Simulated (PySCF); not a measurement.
SMILES C(N([C](C)C)[SiH3])(C)C (C6H16NSi), doublet (GFN2-xTB optimised geometry):

```
24

C      0.752     2.422    -2.925
C     -0.071     1.228    -2.596
C     -1.218     0.904    -3.497
N      0.107     0.568    -1.391
Si     0.769     1.363     0.000
C     -0.190    -0.862    -1.371
C     -1.396    -1.185    -0.488
C      1.032    -1.668    -0.932
H      0.276     3.363    -2.617
H      0.903     2.479    -4.005
H      1.723     2.370    -2.438
H     -2.032     0.422    -2.956
H     -1.601     1.823    -3.942
H     -0.932     0.245    -4.326
H      0.337     0.662     1.210
H      2.246     1.363     0.000
H      0.262     2.732     0.000
H     -0.428    -1.158    -2.398
H     -2.246    -0.567    -0.767
H     -1.166    -0.998     0.557
H     -1.672    -2.231    -0.603
H      0.834    -2.732    -1.041
H      1.889    -1.407    -1.548
H      1.276    -1.462     0.106
```

Level of theory: PySCF with unrestricted PBE0/def2-SVP.

Question: What are the frontier orbital energies (α orbitals alone; a β orbital can be the lowest empty one) and the dipole moment?

Answer: HOMO-2 -9.16 eV, HOMO-1 -7.56 eV, HOMO -3.63 eV, LUMO 1.19 eV, LUMO+1 1.83 eV; dipole moment 0.86 D.

On the same geometry unrestricted PBE/def2-SVP (PySCF) gives HOMO-2 -7.76 eV, HOMO-1 -6.12 eV, HOMO -2.37 eV, LUMO 0.32 eV, LUMO+1 0.93 eV; dipole moment 0.89 D.

Meta-Löwdin charges at PBE0/def2-SVP: C1 -0.31, C2 0.02, C3 -0.31, N4 -0.39, Si5 0.59, C6 0.05, C7 -0.31, C8 -0.31, H9 0.09, H10 0.11, H11 0.10, H12 0.10, H13 0.10, H14 0.09, H15 -0.11, H16 -0.13, H17 -0.10, H18 0.10, H19 0.10, H20 0.10, H21 0.10, H22 0.10, H23 0.10, H24 0.10.
